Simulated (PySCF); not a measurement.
## Two-component Hartree-Fock for As (arsenic, neutral)

Start: [Ar] 3d10 4s2 4p3; 4p3/2 filled at m_j = -1/2, +1/2, +3/2. Calculated with PySCF 2.14 in x2c-SVPall-2c with one added diffuse shell each of s, p, d type (6s7p4d, 47 functions): generalised Hartree-Fock with the X2C-1e Hamiltonian and a Gaussian nucleus; one run each with spin-orbit coupling (SO) switched off, then screened by Boettger's factors. This is a chosen level, not necessarily the ground level.

| spinor shell | electrons | ε, spin-free (eV) | ε, screened SO (eV) | weight of nominal j (screened SO) | rms radius, screened SO (bohr) |
| --- | --- | --- | --- | --- | --- |
| 1s1/2 | 2 | -11940.1 | -11939.9 | 1.000 | 0.0525 |
| 2s1/2 | 2 | -1571.3 | -1571.3 | 1.000 | 0.219 |
| 2p1/2 | 2 | -1373.4 | -1398.5 | 1.000 | 0.194 |
| 2p3/2 | 4 | -1373.4 | -1361.2 | 1.000 | 0.197 |
| 3s1/2 | 2 | -225.16 | -225.15 | 1.000 | 0.640 |
| 3p1/2 | 2 | -161.51 | -165.19 | 0.998 | 0.660 |
| 3d3/2 | 4 | -56.356 | -56.841 | 0.978 | 0.750 |
| 3d5/2 | 6 | -56.356 | -56.019 | 0.985 | 0.752 |
| 4s1/2 | 2 | -19.140 | -19.136 | 1.000 | 2.15 |
| 4p3/2 | 3 | -10.065 | -10.064 | 0.641 | 2.71 |

Where does 3p3/2 lie, and what is the 3p spin-orbit splitting (screened SO)?

At -159.70 eV, 5.492 eV above 3p1/2.

```tsv
quantity	spin-free	screened SO
E (hartree)	-2258.61761	-2258.69478
M_J	3/2	3/2
⟨J²⟩	3.751	3.751
⟨L²⟩	0.000	0.009
⟨S²⟩	3.751	3.743
```

Each row is a mean over spinors that exchange with the open shell spreads, by up to 6.994 eV (4s1/2).

Rows whose weight is well below 1 are mixtures of j = l ± 1/2: exchange outweighs spin-orbit coupling there, and the label is only the starting occupation.

Without spin-orbit coupling the j labels of p, d and f shells carry no meaning; the spin-free column gives the mean over the occupied spinors of each nl shell.
